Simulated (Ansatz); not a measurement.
GaH2I (SMILES [GaH2][I]) moved off its minimum; all values from Ansatz (an electronic-structure program), cores frozen in correlated methods. Elements past Kr take the def2 small-core potentials, without spin–orbit coupling.
(charge 0, multiplicity 1)
```xyz
4

Ga    -0.82753    -1.31060     0.21175
H     -0.29618    -2.35328     1.26343
H     -2.12284    -1.41398    -0.74556
I      0.52858     0.81885    -0.06601
```

### Question
Give the forces (eV/Å), the total energy and the dipole at CCSD(T)/def2-TZVPPD.

### Answer

| atom | Fx | Fy | Fz |
|---|---|---|---|
| Ga1 | -0.275 | 0.209 | -0.391 |
| H2 | -0.011 | -0.025 | 0.024 |
| H3 | 0.386 | -0.008 | 0.325 |
| I4 | -0.101 | -0.176 | 0.041 |
Energy -2221.3747 hartree, dipole 1.64 D.
